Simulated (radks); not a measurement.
Values are calculated unless marked as measured or tabulated.
Question: Coherent X-ray form factor from a spherical all-electron density. Code: a radial shooting solver on a logarithmic mesh with Libxc functionals. Model: scalar-relativistic Kohn-Sham, PBEsol, spin-polarised, spherical densities, finite nucleus; Fermi nuclear charge, rms radius of each element as measured or else 0.836 A^(1/3) + 0.57 fm.

| sin(theta)/lambda (1/angstrom) | f0 (electrons) |
|---|---|
| 0.05 | 17.772 |
| 0.1 | 17.122 |
| 0.15 | 16.138 |
| 0.2 | 14.943 |
| 0.25 | 13.662 |
| 0.3 | 12.407 |
| 0.4 | 10.248 |
| 0.5 | 8.707 |
| 0.6 | 7.689 |
| 0.8 | 6.452 |
| 1 | 5.496 |
| 1.25 | 4.348 |
| 1.5 | 3.357 |
| 2 | 2.096 |

The species is in the configuration that NIST lists as its ground one. Which atom or ion scatters so?

Answer: The scandium ion Sc3+, [Ar]. Extrapolating in s^2 from the first two rows gives f0(0) = 18.0, near the electron count 18; among species with that count, the fall with angle is slower the higher Z, and the table is that of Z = 21; from so few rows the species is fixed only to a neighbour or two.
